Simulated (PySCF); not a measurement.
Computed shifts of a molecule CH5ClFNSi, PBE/pcSseg-1 in PySCF, GIAO, gas phase, atoms alike by connectivity averaged where their shifts nearly agree, in ppm (number of nuclei): ¹⁵N: 20.8 (1). ¹³C: 40.2 (1). ²⁹Si: 10.1 (1). ¹⁹F: -200.4 (1). ¹H: 5.61 (1), 2.96 (1), 2.65 (1), 0.56 (1), 0.23 (1). References: ¹⁵N against NH3 (σ = 267.0 ppm); ¹³C against TMS (σ = 182.0 ppm); ²⁹Si against TMS (σ = 335.4 ppm); ¹⁹F against CFCl3 (σ = 133.6 ppm); ³⁵Cl against HCl (σ = 936.5 ppm); ¹H against TMS (σ = 31.49 ppm), references at their B3LYP-D3(BJ)/def2-TZVP geometries, non-relativistic (without spin–orbit terms, shifts of atoms bonded to Cl or Br come out too high). The structure is a stationary point at B3LYP-D3(BJ)/def2-SVP. One conformer was computed; it need not be the lowest.

Problem. Which structure fits?
(A) N[Si@@H](Cl)CF
(B) NC[Si@H](F)Cl
(C) CN[Si@H](F)Cl
(D) C[Si@@](N)(F)Cl

Solution. B, NC[Si@H](F)Cl
